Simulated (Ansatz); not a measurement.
Diatomic BS, multiplicity 2 (the spin of the measured ground state).

| level | bond energy D_e (kJ/mol) |
|---|---|
| SVWN5/def2-TZVPP | 681.1 |
| PBE/def2-TZVPP | 604.9 |
| r2SCAN/def2-TZVPP | 598.8 |
| B97M-V/def2-TZVPP | 589.0 |
| B3LYP/def2-TZVPP | 557.0 |
| PBE0/def2-TZVPP | 578.0 |
| BHLYP/def2-TZVPP | 522.8 |
| wB97X-V/def2-TZVPP | 555.1 |
| wB97M-V/def2-TZVPP | 564.2 |
| B2PLYP/def2-TZVPP | 561.5 |
| CCSD/def2-TZVPP | 511.0 |
| CCSD/def2-QZVPP | 521.8 |
| CCSD(T)/def2-TZVPP | 537.0 |
| CCSD(T)/def2-QZVPP | 548.9 |

The rows run from 511.0 (CCSD/def2-TZVPP) to 681.1 kJ/mol (SVWN5/def2-TZVPP). From def2-TZVPP to def2-QZVPP CCSD(T) changes by 11.9. The 10 functionals in def2-TZVPP without D3 or D4 span 158.3, from BHLYP to SVWN5.

D_e counts from the fitted minimum to each atom's lowest state at the same level, without counterpoise.

Frozen-core correlation.

Doubts at one or more of the structures used: a spin-contaminated determinant (CCSD/def2-TZVPP, CCSD/def2-QZVPP, CCSD(T)/def2-TZVPP, CCSD(T)/def2-QZVPP).

Run with Ansatz (an electronic-structure program).
